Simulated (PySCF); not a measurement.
## N⁺ (nitrogen, charge +1): PBE calculation

Configuration: [He] 2s2 2p2, high-spin 3P determinant. All numbers are calculated (PySCF 2.14, scalar relativity by spin-free X2C-1e, in jorge-DZP-DKH).

```json
{
 "Total energy": "-54.0138 hartree",
 "One-electron energy": "-70.0444 hartree",
 "Hartree (Coulomb) energy": "22.3280 hartree",
 "Exchange-correlation energy": "-6.2974 hartree",
 "⟨S²⟩": "2.0016",
 "⟨L²⟩": "2.004",
 "Sum of ⟨r⟩": "5.477 bohr",
 "Sum of ⟨r²⟩": "7.882 bohr²",
 "Traceless quadrupole moment −½Σ⟨3z² − r²⟩ along its main axis": "0.754 e·bohr²",
 "Langevin diamagnetic susceptibility": "-6.24 ×10⁻⁶ cm³/mol",
 "Time after the integrals": "0.06 s of wall time on 1 thread of Neoverse-V2 (shared host)"
}
```

```csv
shell,electrons,mean orbital energy (eV),"rms radius, mean of both spins (bohr)"
1s α,1,-401.86,0.266
1s β,1,-400.72,0.266
2s α,1,-33.649,1.38
2s β,1,-30.155,1.38
2p α,2,-22.085,1.40
```
